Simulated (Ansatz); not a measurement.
Born–Oppenheimer molecular dynamics of BCl₂H₃O (7 atoms, charge 0, multiplicity 1). It starts at the highest image of a converged band. Of that band: The profile has 2 maxima (images 3, 5) with wells between them (image 4): this band takes more than one step, which may be the mechanism or a detour left from its start path. Neighbouring images differ by up to 1.5 eV, so the band resolves the path poorly. A vibrational analysis at the climbing image gives one clearly imaginary mode, 878i cm⁻¹: a first-order saddle point.

These are results of Ansatz 0.2.0, RKS PBE0-D4/def2-SVP, not measurements.

| Quantity | Value |
| --- | --- |
| ensemble | NVE (velocity Verlet) |
| time step | 0.5 fs |
| steps asked | 198 |
| starting velocities drawn for | 300 K |
| seed | 10368 |

First frame:

```xyz
7
Properties=species:S:1:pos:R:3
B 0.144 0.087 -0.001
H 0.191 -0.391 1.247
Cl 1.740 -0.094 -0.722
O -0.960 -0.245 -0.705
H -1.802 -0.051 -0.281
Cl -0.079 2.083 0.829
H 0.082 0.615 1.382
```

Q: How far do the bonds stretch over the last three quarters of this one trajectory? (Pairs bonded in most of those frames.)

A: 
```csv
bond,mean (Å),spread (Å),shortest,longest
B1–H2,1.212,0.026,1.17,1.26
B1–Cl3,1.766,0.018,1.73,1.80
B1–O4,1.350,0.035,1.29,1.40
O4–H5,0.965,0.026,0.93,1.00
Cl6–H7,1.300,0.016,1.28,1.32
```

Mean temperature of the second half: 1618 K. The conserved energy stayed within 0.26 meV per atom of its start (net change 0.15 meV per atom), so the integration is sound. The kinetic energy rose, since the run started high on the potential surface and went downhill. It ends in pieces (BClH2O + ClH), so much of that is their flight and rotation, not heat. A run of 0.099 ps of so small a system gives no equilibrium averages. The orbitals stay closed-shell, which can raise the energy where a bond breaks towards radicals; this wasn't checked here.

Run time: 9.4 min on 1 thread of Intel(R) Xeon(R) Platinum 8259CL CPU @ 2.50GHz (Skylake/Cascade Lake), with other jobs on the host, peak memory 0.19 GiB.
